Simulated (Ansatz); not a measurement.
A nudged elastic band was laid between two geometries of AlBClH3O (7 atoms, charge 0, multiplicity 1).

These are results of Ansatz 0.2.0, RKS PBE0-D4/def2-SVP, not measurements.

```json
{"movable images": "5", "climbing image": "yes", "spring": "5.0 eV/Å²", "optimiser": "quadratic models (default)", "start path": "through a guess of the saddle point", "force threshold": "0.05 eV/Å", "iteration limit": "47", "end points": "relaxed"}
```

Image 0:

```xyz
7
Properties=species:S:1:pos:R:3
O -1.786 0.508 -0.414
Al -0.128 0.697 -0.042
B 0.919 -1.072 0.502
Cl 1.897 -1.857 -0.733
H -2.373 1.202 -0.720
H 0.523 2.148 -0.170
H 0.948 -1.626 1.577
```

Image 6:

```xyz
7
Properties=species:S:1:pos:R:3
O -1.518 0.489 -0.917
Al -0.178 0.715 0.119
B 1.078 -0.990 0.426
Cl 0.674 -2.502 -0.355
H -2.163 1.159 -1.147
H 0.029 2.159 0.764
H 2.077 -1.031 1.109
```

Q: What changes between the two ends?

A: No bond is made or broken. The dihedral H6–Al2–B3–Cl4 goes from -78 to 179°.

Q: What energy profile does the band end with?

A: It converged. The highest image is number 6 of 0 to 6, 0.035 eV above the first end and 0.000 eV above the last; the last end lies 0.035 eV above the first. The highest image is an end point: on this band no image between the ends rises above it. Between wells the path still climbs a hump at image 2, 0.02 eV above the well before it.

```json
{"image": "0", "path coordinate (Å)": "0.00", "energy (eV)": "0.000", "dihedral H6–Al2–B3–Cl4 (°)": "-78"}
{"image": "1", "path coordinate (Å)": "1.07", "energy (eV)": "0.012", "dihedral H6–Al2–B3–Cl4 (°)": "-36"}
{"image": "2", "path coordinate (Å)": "2.14", "energy (eV)": "0.020", "dihedral H6–Al2–B3–Cl4 (°)": "5"}
{"image": "3", "path coordinate (Å)": "3.23", "energy (eV)": "0.008", "dihedral H6–Al2–B3–Cl4 (°)": "47"}
{"image": "4", "path coordinate (Å)": "4.32", "energy (eV)": "0.001", "dihedral H6–Al2–B3–Cl4 (°)": "91"}
{"image": "5", "path coordinate (Å)": "5.41", "energy (eV)": "0.022", "dihedral H6–Al2–B3–Cl4 (°)": "137"}
{"image": "6", "path coordinate (Å)": "6.44", "energy (eV)": "0.035", "dihedral H6–Al2–B3–Cl4 (°)": "179"}
```

The band took 17 iterations and of the order of 9 core-minutes.

Time of the run: 8.8 min on 1 thread of Intel(R) Xeon(R) Processor @ 2.50GHz (Skylake/Cascade Lake), on a shared host, peak memory 0.16 GiB.
